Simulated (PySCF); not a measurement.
Computed IR spectrum (relative IR intensity) of a molecule CH5ClF2Si2. Geometry optimised at PBE-D3(BJ)/def2-SVP. The values are those of a single conformer. These are PBE-D3(BJ)/def2-SVP (PySCF) values and carry that method's errors. Frequencies are harmonic and unscaled.

ν (cm⁻¹): 114 (vw), 169 (w), 255 (w), 402 (vw), 459 (w), 528 (m), 622 (w), 707 (w), 776 (vs), 782 (m), 838 (m), 871 (s), 901 (m), 1008 (m), 1179 (vw), 1399 (vw), 2160 (m), 2170 (s), 2177 (m), 2967 (w), 3034 (vw) (against the strongest line: vs over 80 %, s over 45 %, m over 15 %, w over 4 %, vw less)

Identify the compound among the candidates.
A) FC[Si@](F)([SiH3])Cl
B) FC[Si@H](F)[SiH2]Cl
C) F[Si](F)(Cl)C[SiH3]
D) C[Si@H](F)[Si@H](F)Cl

B, FC[Si@H](F)[SiH2]Cl
